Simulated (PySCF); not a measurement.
## Exercise with solution: oscillator strength and radiative lifetime

Sn(H)(Cl)2(OMe) (CH₄Cl₂OSn), SMILES [Cl][SnH]([Cl])[O]C.

Geometry: B3LYP-D3(BJ)/def2-SVP. The def2 effective core potentials stand for the cores of Sn; spin–orbit coupling is left out. One conformer was computed; it need not be the lowest.

TDA-PBE/def2-SVPD in PySCF puts the first singlet state with f over 0.02 at 4.71 eV (vertical), with the transition dipole (-0.035, -0.736, 0.000) in atomic units.

Problem. Find the oscillator strength, the wavelength and the radiative lifetime that this transition would have in vacuum if emission retraced absorption.

Solution. 
|μ|² = 0.5429 au, so |μ| = 1.87 D. ΔE = 4.71/27.211 = 0.1731 hartree. f = (2/3) ΔE |μ|² = 0.063 (the program prints 0.063).
λ = 1239.84/4.71 = 263 nm; ν = 37989 cm⁻¹.
Einstein's coefficient A = 0.6670 ν² f s⁻¹ (ν in cm⁻¹) = 6.0e7 s⁻¹, so τ = 1/A = 17 ns. This state is S2; the lower singlet has f = 0.005. The figure is the radiative limit of this one transition; relaxation, internal conversion, crossing to triplets and a medium change what is measured.
